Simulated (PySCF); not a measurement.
# Working out the ionisation energy of N²⁺

N²⁺ [He] 2s2 2p1 (2P) → N³⁺ [He] 2s2 (1S). Calculation: PySCF 2.14, in x2c-TZVPall; scalar relativity by spin-free X2C-1e. Frozen: 1s2. Energies in hartree (1 hartree = 27.21139 eV):

```json
{"part": "UHF", "N²⁺ (lower)": "-52.848339", "N³⁺ (upper)": "-51.110369"}
{"part": "CCSD correlation", "N²⁺ (lower)": "-0.082295", "N³⁺ (upper)": "-0.085325"}
{"part": "(T)", "N²⁺ (lower)": "-0.001016", "N³⁺ (upper)": "0.000000"}
```

Task: What does Hartree-Fock give?

Result: (-51.110369) − (-52.848339) = 1.737970 hartree = 47.293 eV.

Task: What do CCSD and CCSD(T) give?

Result: The CCSD correlation energies differ by -0.003030 hartree = -0.082 eV and the triples by 0.001016 hartree = 0.028 eV, so CCSD gives 47.211 eV and CCSD(T) 47.239 eV.

Reference: 47.445 eV (semi-empirical (NIST evaluation); NIST Atomic Spectra Database, ionization energies), between the lowest levels; spin-orbit coupling is absent from the calculation.

The coupled-cluster amplitudes are large, so a single reference is strained.

What remains against the reference includes basis incompleteness, the frozen core and higher excitations.
